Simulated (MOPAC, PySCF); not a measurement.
H$_{9}$GaSi$_{3}$, SMILES `[Ga]([SiH3])([SiH3])[SiH3]`, neutral singlet in the gas phase. 

Cartesian coordinates (Å):
```xyz
13

Si    -1.7268    -1.6633     0.1064
Ga    -0.0173     0.0364     0.0316
Si     2.2747    -0.6470     0.3470
Si    -0.5633     2.3396    -0.4236
H     -3.0086    -1.2572    -0.5323
H     -1.2778    -2.9377    -0.5204
H     -2.0103    -1.9511     1.5434
H      3.1807     0.4577     0.7631
H      2.3999    -1.7478     1.3423
H      2.7731    -1.1715    -0.9580
H     -0.3966     2.5529    -1.8913
H      0.3400     3.2974     0.2710
H     -1.9677     2.6917    -0.0792
```
Charge 0, multiplicity 1.

All levels are single points at this geometry (r2SCAN-D4/def2-TZVP); Pople sets use spherical d functions. Orbital energies aren't observables, and empty levels follow the basis.

HF/STO-3G in PySCF gives HOMO (eV) = -5.83.

Problem. Estimate the HOMO (eV) from each of these levels: r2SCAN-D4/def2-TZVP in PySCF; B3LYP/3-21G in PySCF; B3LYP/6-311+G** (LANL2DZ on Ga) in PySCF; M06-2X/6-31G* in PySCF; PBE/6-31G* in PySCF; SVWN5/6-31G* in PySCF; HF/6-31G* in PySCF; AM1 in MOPAC.

Solution. 
```csv
level,HOMO (eV)
r2SCAN-D4/def2-TZVP in PySCF,-6.52
B3LYP/3-21G in PySCF,-7.11
B3LYP/6-311+G** (LANL2DZ on Ga) in PySCF,-7.17
M06-2X/6-31G* in PySCF,-8.11
PBE/6-31G* in PySCF,-6.19
SVWN5/6-31G* in PySCF,-6.25
HF/6-31G* in PySCF,-9.51
AM1 in MOPAC,-9.06
```
